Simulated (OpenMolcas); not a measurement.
Mo4+ among 5 point charges of -2 e arranged as a trigonal bipyramid (D3h), 2.21 Å from the ion, with the axial distance 2.232 Å.

```json
{"Program": "OpenMolcas 26.06", "Method": "CASSCF", "Basis": "ANO-RCC-VDZP [6s5p3d1f]", "Scalar Hamiltonian": "DKH2, point nucleus", "Active space": "2 electrons in 5 orbitals (4d)", "State averaging": "2S+1 = 3 even, 10 roots; 2S+1 = 1 even, 15 roots", "Spin-orbit coupling": "state interaction with AMFI integrals over the reference wave functions"}
```

Problem. What is the spin-free ground state (labels of D3, the rotations of D3h)?

Solution. 3A1, 1-fold in its orbital part, 100 % from free-ion F terms; it has the highest spin that d2 allows.

Problem. Where is the first state of the same spin?

Solution. 3A2 at 17.8 cm-1 above the ground state. The two act as a nearly degenerate pair, with unquenched orbital momentum.

Problem. What are the lowest two levels with spin-orbit coupling?

Solution. A 2-fold level E with g = 0.00, 0.00, 2.01, then a 1-fold level A1 465.2 cm-1 above it. Their leading multiplicities are 3 (99 %) and 3 (99 %).

Problem. What is χT at 300 K, and how does it compare with the textbook value?

Solution. The lowest level has 2S+1 = 3, for which the spin-only value is χT = S(S+1) / 2 = 1.000 cm3 K/mol (g = 2). The computed 0.258 at 300 K differs by -0.742, through orbital momentum, spin-orbit coupling and any other state in reach.

Spin-orbit coupling mixes the spin-free states strongly: the lowest level takes only 49 % from its leading state, 3A1. Without dynamic correlation the repulsion within the d shell is too large (B by tens of per cent), so at a given field states of lower spin stand too high. Point charges carry no covalency, so the field is a model and not that of real ligands. No measured value stands beside these numbers.

With an even number of electrons the g values are those of a degenerate or nearly degenerate non-Kramers pair.
